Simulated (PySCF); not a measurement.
Species: C6H8OSSi.
Numbering: `[CH2:1]=[C:2]([O:3][SiH3:4])[c:5]1[cH:6][cH:7][cH:8][s:9]1` (hydrogens: H10, H11 on C1; H12, H13, H14 on Si4; H15 on C6; H16 on C7; H17 on C8)

Level: CAM-B3LYP/def2-SVPD in PySCF, non-relativistic, on one gas-phase PBE0-D3(BJ)/def2-SVP geometry that isn't relaxed in the solvent. The solvent is an IEF-PCM continuum (van der Waals radii × 1.2), and excitations are vertical TDDFT with non-equilibrium linear response and a frozen core. The model holds no explicit solvent molecules, cavitation or dispersion.

Gas-phase singlets (H = HOMO, L = LUMO):

```json
{"state": "S1", "E (eV)": "4.675", "λ (nm)": "265", "f": "0.330", "leading configurations": "H→L 96%"}
{"state": "S2", "E (eV)": "5.411", "λ (nm)": "229", "f": "0.048", "leading configurations": "H-1→L 88%"}
{"state": "S3", "E (eV)": "5.841", "λ (nm)": "212", "f": "0.004", "leading configurations": "H→L+1 79%"}
{"state": "S4", "E (eV)": "6.107", "λ (nm)": "203", "f": "0.002", "leading configurations": "H→L+3 67%"}
{"state": "S5", "E (eV)": "6.196", "λ (nm)": "200", "f": "0.047", "leading configurations": "H-2→L 89%"}
```

Problem. How does the list change in acetonitrile (ε = 35.69)?

Solution. 
```
state  E (eV)  λ (nm)      f           leading configurations  change by rank (eV)
   S1   4.565     272  0.398                          H→L 97%               -0.110
   S2   5.405     229  0.072                        H-1→L 89%               -0.006
   S3   5.848     212  0.006                        H→L+1 86%               +0.007
   S4   6.149     202  0.060              H-2→L 87%, H→L+5 8%               +0.042
   S5   6.164     201  0.002  H→L+3 50%, H→L+2 23%, H→L+8 12%               -0.032
```

Problem. The ground-state energy changes by -0.157 eV from gas to acetonitrile. By how much does the total energy of gas-phase S1 change?

Solution. E(S1) = E(S0) + excitation energy, so it changes by -0.157 − 0.110 = -0.267 eV: it is lowered more than the ground state, which is what a red shift means. This is the vertical state, with the slow part of the continuum still set for S0.

Problem. How do the frontier levels move from gas to acetonitrile?

Solution. 
```csv
orbital,gas (eV),solvent (eV),change (eV)
LUMO+2,1.19,1.33,+0.14
LUMO+1,0.94,0.98,+0.04
LUMO,-0.16,-0.22,-0.06
HOMO,-7.42,-7.48,-0.06
HOMO-1,-8.51,-8.62,-0.11
HOMO-2,-9.18,-9.24,-0.06
HOMO-3,-10.68,-10.66,+0.02
```

The HOMO–LUMO gap goes from 7.27 to 7.26 eV. Rows go by rank; for LUMO+1 and LUMO+2 the atom shares or the degeneracy differ between the runs, so the row needn't follow one orbital.

Conformer computed: `[CH2:1]=[C:2]([O:3][SiH3:4])[c:5]1[cH:6][cH:7][cH:8][s:9]1`: C1–C2–O3–Si4 0°, C1–C2–C5–C6 2°.
